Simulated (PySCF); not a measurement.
Compound: C3H4F3P.
Numbering: `[F:1][C:2]([F:3])([F:4])[C@@H:5]1[CH2:6][PH:7]1` (hydrogens: H8 on C5; H9, H10 on C6; H11 on P7)

Structure used (GFN2-xTB), in Å, numbered top down from 1:
```
atom  x, y, z in Å
F1     0.9153    0.9754   -1.2217
C2     1.2174    0.3274   -0.0856
F3     1.8845    1.2018    0.6854
F4     2.1067   -0.6254   -0.4231
C5     0.0190   -0.2448    0.6011
C6    -1.1110   -0.7746   -0.2442
P7    -1.5538    0.7321    0.7255
H8     0.3126   -0.8233    1.4719
H9    -1.0171   -0.6876   -1.3183
H10   -1.5485   -1.7110    0.0753
H11   -1.2198    1.6327   -0.2922
```

The calculation used TDDFT wB97X-D/def2-SVPD, vertical, gas phase, core orbitals frozen in the response in PySCF 2.14.0, density-fitted response routines.

Transition dipole moments from the ground state, in atomic units and in the frame of the coordinates above (overall signs are arbitrary), for the states with f of 0.002 or more among the lowest 7:

```json
{"state": "S1", "E (hartree)": "0.2430", "μx": "0.407", "μy": "0.190", "μz": "0.261"}
{"state": "S2", "E (hartree)": "0.2669", "μx": "-0.299", "μy": "-0.046", "μz": "0.253"}
{"state": "S3", "E (hartree)": "0.2797", "μx": "0.086", "μy": "0.152", "μz": "0.165"}
{"state": "S4", "E (hartree)": "0.2921", "μx": "0.244", "μy": "-0.585", "μz": "0.284"}
{"state": "S5", "E (hartree)": "0.3031", "μx": "0.902", "μy": "-0.813", "μz": "-0.608"}
{"state": "S6", "E (hartree)": "0.3092", "μx": "0.307", "μy": "-0.066", "μz": "0.071"}
{"state": "S7", "E (hartree)": "0.3130", "μx": "0.373", "μy": "-0.411", "μz": "-0.199"}
```

Work out the oscillator strengths.

f = (2/3) ΔE |μ|² with ΔE in hartree (27.2114 eV).

```tsv
state	|μ|² (au)	|μ| (D)	f
S1	0.270	1.32	0.044
S2	0.156	1.00	0.028
S3	0.058	0.61	0.011
S4	0.482	1.76	0.094
S5	1.844	3.45	0.373
S6	0.104	0.82	0.021
S7	0.348	1.50	0.073
```

Which bond between heavy atoms lies closest to the direction of the S5 transition dipole?

C2–F4, at 13° from it; next C5–P7 at 25°.

What angle do the transition dipoles of S4 and S7 make?

|cos θ| = |μa·μb| / (|μa| |μb|) = 0.67, so θ ≈ 48° (taken between 0 and 90°, since the signs are arbitrary).

How is the summed strength of these states shared among x, y and z?

(2/3) Σ ΔE μα² gives 0.269 for x, 0.247 for y and 0.127 for z, 0.643 in all.

What peak molar absorption coefficient would the strongest computed level give as a lone Gaussian band 0.5 eV wide at half height?

ε(max) = 2.175×10⁸ f / FWHM, with the width in cm⁻¹. S5: 2.175×10⁸ × 0.3726 / 4033 ≈ 20000 L mol⁻¹ cm⁻¹.

Time: 27 s of wall time; peak memory 0.75 GiB. Hardware: an Arm Neoverse V1 with one thread, no GPU, on a shared host.
